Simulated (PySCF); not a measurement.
## Os²⁺: ionisation energy

Os²⁺ [Xe] 4f14 5d6 (5D) → Os³⁺ [Xe] 4f14 5d5 (6S), as a difference of total energies. Calculation: PySCF 2.14, in ANO-RCC-VTZP (8s7p5d3f2g1h, 104 functions); scalar relativity by spin-free X2C-1e. Correlated levels: valence: [Xe] 4f14 frozen. The calculations carry no spin-orbit coupling.

| method | ionisation energy (eV) |
| --- | --- |
| UHF | 24.937 |
| LDA | 27.383 |
| PBE | 27.001 |
| PBE0 | 26.783 |
| r2SCAN | 26.770 |
| MP2 (valence) | 26.084 |
| SCS-MP2 (valence) | 26.274 |

Q: How much does correlation contribute at MP2 (valence)?

A: 26.084 − (24.937) = 1.147 eV, measured against UHF.

A first-order spin-orbit estimate (lowest level to lowest level, LS coupling) adds 0.450 eV.

Errors of the correlated levels include the incompleteness of this basis and the frozen core.

For comparison: 25 ± 1.6 eV (theoretical estimate listed by NIST; NIST Atomic Spectra Database, ionization energies).
